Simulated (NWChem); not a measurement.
CF cation, singlet

```xyz
2

C      0.0000     0.0000    -0.6977
F      0.0000     0.0000     0.4710
```
Atoms are numbered in this order, from 1.

Computed with NWChem. Low-valent species are run as closed-shell singlets; no triplet was tried in these runs. Geometry: optimised at B3LYP/6-31G* (spherical d). Core excitations by TDA in a window of 1s orbitals, non-relativistic and unshifted: absolute energies depend strongly on the exact-exchange share.

```tsv
level	first 1s excitation (eV)	dipole oscillator strength of the first	first state with f > 0.002 (eV)	dipole oscillator strength of that state
C K edge, PBE/cc-pVTZ	272.7	0.0802	272.7	0.0802
C K edge, PBE0/def2-TZVP	278.3	0.0992	278.3	0.0992
F K edge, PBE0/cc-pVTZ	673.5	0.0218	673.5	0.0218
F K edge, B3LYP/def2-TZVP	671.4	?	671.4	?
```

Q: Some entries are withheld; supply them.

A: 
- F K edge, B3LYP/def2-TZVP, dipole oscillator strength of the first: 0.0236
- F K edge, B3LYP/def2-TZVP, dipole oscillator strength of that state: 0.0236
